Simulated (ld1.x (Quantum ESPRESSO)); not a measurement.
**What one change does to a pseudopotential (antimony (Sb), TM)**

antimony, norm-conserving Troullier–Martins (Kleinman–Bylander form), made with ld1.x (Quantum ESPRESSO) 7.5 (PBE, scalar-relativistic). Core [Kr] 4d10, reference 5s2 5p3. Waves: 5s (bound): rc 1.40 bohr; 5p (bound): rc 1.65 bohr. Local part: all-electron potential smoothed inside 1.05 bohr (lloc = -2). Core correction: a·sin(br)/r model core inside 0.80 bohr.

All-electron outer shells of the reference configuration (PBE, scalar-relativistic, ld1.x):

| shell | level (eV) | outermost node (bohr) | outermost maximum (bohr) |
| --- | --- | --- | --- |
| 4p | -101.79 | 0.39 | 0.76 |
| 4d | -33.51 | 0.38 | 0.84 |
| 5s | -12.83 | 0.95 | 1.90 |
| 5p | -4.83 | 1.04 | 2.35 |

Change: wave 5s (bound): rc 1.40 bohr becomes 5s (bound): rc 2.06 bohr.

Cutoffs: the cutoffs (Ry, on a coarse ladder) from which the occupation-weighted sum of valence levels, in a spherical-Bessel basis at the reference potential, stays within 10 and 1 mRy of its value at 400 Ry; they do not see the model core or the augmentation charge, which bear on the density cutoff. Errors are all-electron minus pseudo energies relative to the spin-unpolarised reference configuration.

Q: What does the change do?

A: The potential gets softer (50 Ry and 180 Ry → 45 Ry and 100 Ry); both files keep a bound ghost (d, p, s); of the 7 tests that both files solve, the error grows in 0 and shrinks in 2 by more than 15 % and 0.3 meV (median size 34.9 → 20.1 meV). A larger radius leaves more room for a smooth pseudo-wave, so fewer plane waves are needed.

```csv
quantity,base,changed
"cutoff, loose",50 Ry,45 Ry
"cutoff, tight",180 Ry,100 Ry
loose cutoff by channel (10 mRy a level),"s 40 Ry, p 40 Ry","s 15 Ry, p 40 Ry"
bound ghosts,"s, d, p","s, d, p"
"error for 5s2 5p2, meV [ΔE 8.32 eV]",-18,-17
"error for 5s2 5p1, meV [ΔE 24.28 eV]",-77,-74
"error for 5s2 5p0, meV [ΔE 48.70 eV]",-174,-162
"error for 5s1 5p4, meV [ΔE 8.11 eV]",-35,-20
"error for 5s0 5p5, meV [ΔE 16.43 eV]",-150,-89
"error for 5s2 5p3.3, meV [ΔE -1.16 eV]",-0.7,-0.7
"error for 5s2 5p2.5, meV [ΔE 3.26 eV]",-4.1,-4.1
```

 A true bound ghost makes a file unfit for plane-wave use even where its test errors are small: the radial tests pick states by their node count and pass the ghost by.
